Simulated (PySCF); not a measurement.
# Zn (zinc, neutral): UHF calculation

Configuration: [Ar] 3d9 4s2 4p1, one real determinant (an excited configuration). All numbers are calculated (PySCF 2.14, a scalar-relativistic core potential, in aug-cc-pVTZ-PP with ECP10MDF).

| Quantity | Value |
| --- | --- |
| Total energy | -225.638679 hartree |
| One-electron energy | -402.2306 hartree |
| Hartree (Coulomb) energy | 196.1607 hartree |
| Exchange energy | -19.5689 hartree |
| ⟨S²⟩ | 2.0100 |
| ⟨L²⟩ | 7.970 |
| Sum of ⟨r⟩ | 21.51 bohr |
| Sum of ⟨r²⟩ | 40.78 bohr² |
| Traceless quadrupole moment −½Σ⟨3z² − r²⟩ along its main axis | -5.65 e·bohr² |

| shell | electrons | mean orbital energy (hartree) | spread (hartree) | rms radius, mean of both spins (bohr) |
| --- | --- | --- | --- | --- |
| 3s α | 1 | -6.27569 | 0 | 0.728 |
| 3s β | 1 | -6.14693 | 0 | 0.728 |
| 3p α | 3 | -4.33960 | 0.10371 | 0.768 |
| 3p β | 3 | -4.18725 | 0.09814 | 0.768 |
| 3d α | 5 | -1.13882 | 0.10899 | 0.934 |
| 3d β | 4 | -1.07343 | 0.05646 | 0.934 |
| 4s α | 1 | -0.45489 | 0 | 2.73 |
| 4s β | 1 | -0.38215 | 0 | 2.73 |
| 4p α | 1 | -0.21871 | 0 | 3.67 |

⟨L²⟩ = 7.97 against 12 for a pure F term, so this real determinant mixes terms. Energies and moments cover only the electrons outside the core potential.
